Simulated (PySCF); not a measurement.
## How methods differ on the ionisation energy of N⁺

N⁺ [He] 2s2 2p2 (3P) → N²⁺ [He] 2s2 2p1 (2P), as a difference of total energies. All numbers are calculated (PySCF 2.14, the non-relativistic Hamiltonian (point nucleus), in dyall-acv3z (15s9p4d2f, 76 functions)). Correlated levels: valence: 1s2 frozen; virtual orbitals above 40 to 60 times the deepest correlated orbital energy dropped. The calculations carry no spin-orbit coupling.

```
           method  ionisation energy (eV)
              UHF                  29.209
    MP2 (valence)                  29.629
SCS-MP2 (valence)                  29.489
   CCSD (valence)                  29.473
CCSD(T) (valence)                  29.490
```

Problem. How much does correlation contribute at CCSD(T) (valence)?

Solution. 29.490 − (29.209) = 0.281 eV, measured against UHF.

Errors of the correlated levels include the incompleteness of this basis and the frozen core.

For comparison: 29.601 eV (semi-empirical (NIST evaluation); NIST Atomic Spectra Database, ionization energies).
